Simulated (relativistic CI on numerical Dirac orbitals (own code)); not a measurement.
# Fe6+ (3d2) in a crystal field

Calculated by Dirac-Coulomb-Breit CI, orbitals from a KLI potential per configuration, model QED (radiative potential, 1s self-energy scaled to tabulated hydrogen-like ionisation energies), valence Slater integrals scaled by 0.7, one configuration in a parametric crystal field (own radial code).

Field parameters in Wybourne normalisation: Oh B⁴₀ = 21Dq, B⁴₄ = √(5/14) B⁴₀. The field is a parameter set, without covalency.

S and J are read from ⟨S²⟩ = S(S + 1) and ⟨J²⟩ = J(J + 1) of each level; they are not fictitious spins.

Oh, 10Dq = 5900 cm⁻¹, the lowest 16 levels:

| E (cm⁻¹) | Degeneracy | Irrep | S | J |
| --- | --- | --- | --- | --- |
| 0.0 | 2 | E | 1.00 | 2.49 |
| 138 | 3 | T2 | 1.00 | 2.71 |
| 1085 | 3 | T1 | 1.00 | 3.51 |
| 1614 | 1 | A1 | 1.00 | 3.97 |
| 5385 | 1 | A2 | 1.00 | 3.00 |
| 5418 | 3 | T2 | 1.00 | 3.04 |
| 5925 | 3 | T1 | 1.00 | 3.53 |
| 6021 | 2 | E | 1.00 | 3.68 |
| 11692 | 3 | T2 | 1.00 | 3.48 |
| 15968 | 3 | T2 | 0.06 | 2.31 |
| 16750 | 2 | E | 0.07 | 2.64 |
| 20701 | 1 | A1 | 1.00 | 0.26 |
| 21083 | 3 | T1 | 1.00 | 1.07 |
| 21730 | 3 | T2 | 0.98 | 2.06 |
| 21769 | 2 | E | 0.98 | 2.07 |
| 25009 | 3 | T2 | 0.02 | 3.79 |

Oh, 10Dq = 43500 cm⁻¹, the lowest 10 levels:

```csv
E (cm⁻¹),Degeneracy,Irrep,S,J
0.0,2,E,1.00,2.73
19.3,3,T2,1.00,2.75
818,3,T1,1.00,3.43
1190,1,A1,1.00,3.73
15855,3,T2,0.00,3.11
16043,2,E,0.00,3.19
35765,1,A1,0.00,2.96
41124,1,A2,1.00,3.00
41286,3,T2,1.00,3.12
41594,3,T1,1.00,3.41
```

Oh, 10Dq = 38800 cm⁻¹, the lowest 16 levels:

| E (cm⁻¹) | Degeneracy | Irrep | S | J |
| --- | --- | --- | --- | --- |
| 0.0 | 2 | E | 1.00 | 2.72 |
| 21.7 | 3 | T2 | 1.00 | 2.76 |
| 831 | 3 | T1 | 1.00 | 3.44 |
| 1210 | 1 | A1 | 1.00 | 3.74 |
| 15892 | 3 | T2 | 0.01 | 3.09 |
| 16106 | 2 | E | 0.00 | 3.18 |
| 35484 | 1 | A1 | 0.01 | 3.02 |
| 36508 | 1 | A2 | 1.00 | 3.00 |
| 36676 | 3 | T2 | 1.00 | 3.11 |
| 36980 | 3 | T1 | 1.00 | 3.41 |
| 36984 | 2 | E | 1.00 | 3.43 |
| 50530 | 1 | A1 | 1.00 | 1.09 |
| 50754 | 3 | T1 | 1.00 | 1.48 |
| 51113 | 3 | T2 | 0.99 | 2.14 |
| 51182 | 2 | E | 1.00 | 2.13 |
| 54430 | 3 | T2 | 0.04 | 3.17 |

Oh, 10Dq = 34100 cm⁻¹, the lowest 10 levels:

```csv
E (cm⁻¹),Degeneracy,Irrep,S,J
0.0,2,E,1.00,2.72
24.7,3,T2,1.00,2.76
847,3,T1,1.00,3.45
1234,1,A1,1.00,3.76
15931,3,T2,0.01,3.06
16180,2,E,0.00,3.17
31910,1,A2,1.00,3.00
32086,3,T2,1.00,3.11
32384,3,T1,1.00,3.42
32390,2,E,1.00,3.44
```

Oh, 10Dq = 29400 cm⁻¹, the lowest 10 levels:

| E (cm⁻¹) | Degeneracy | Irrep | S | J |
| --- | --- | --- | --- | --- |
| 0.0 | 2 | E | 1.00 | 2.72 |
| 28.8 | 3 | T2 | 1.00 | 2.76 |
| 865 | 3 | T1 | 1.00 | 3.47 |
| 1263 | 1 | A1 | 1.00 | 3.78 |
| 15968 | 3 | T2 | 0.01 | 3.03 |
| 16267 | 2 | E | 0.01 | 3.15 |
| 27335 | 1 | A2 | 1.00 | 3.00 |
| 27526 | 3 | T2 | 1.00 | 3.11 |
| 27810 | 3 | T1 | 1.00 | 3.42 |
| 27820 | 2 | E | 1.00 | 3.45 |

The free-ion ground term has S = 1. Every field shown keeps that spin.

Levels of this model without a field, named by their leading LS term (the scale mimics covalency, so terms lie below those of the real free ion): ³F2 0, ³F3 1028, ³F4 2269, ¹D2 15039, ³P0 17231, ³P1 17622, ³P2 18474, ¹G4 22901 cm⁻¹.
